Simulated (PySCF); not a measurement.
## Zn³⁺ (zinc, charge +3) across methods

[Ar] 3d9, 2D determinant. All numbers are calculated (PySCF 2.14, a scalar-relativistic core potential, in aug-cc-pwCVDZ-PP with ECP10MDF (6s6p5d3f, 70 functions)).

```csv
method,E (hartree),mean ε 3p β (eV),mean ε 3d α (eV),mean ε 3d β (eV),Σ⟨r²⟩ (bohr²),⟨S²⟩
wB97M-V,-224.4808,-133.08,-57.177,-55.883,12.21,0.751
LDA,-224.1658,-124.31,-51.846,-50.460,12.33,0.750
PBE,-224.6041,-124.21,-51.588,-50.301,12.27,0.750
r2SCAN,-224.5130,-127.26,-51.850,-50.441,12.19,0.751
PBE0,-224.5829,-130.14,-54.894,-53.484,12.18,0.750
UHF,-223.68580,-146.75,-63.743,-61.913,12.01,0.751
M06,-224.6804,-130.32,-55.077,-53.359,12.13,0.751
B97-3,-224.6477,-130.56,-55.016,-53.678,12.15,0.750
```

(1) Estimate the same row for PW91.

Energies and moments cover only the electrons outside the core potential.

## Answers

(1) E (hartree) = -224.6924; mean ε 3p β (eV) = -124.34; mean ε 3d α (eV) = -51.709; mean ε 3d β (eV) = -50.444; Σ⟨r²⟩ (bohr²) = 12.27; ⟨S²⟩ = 0.750.
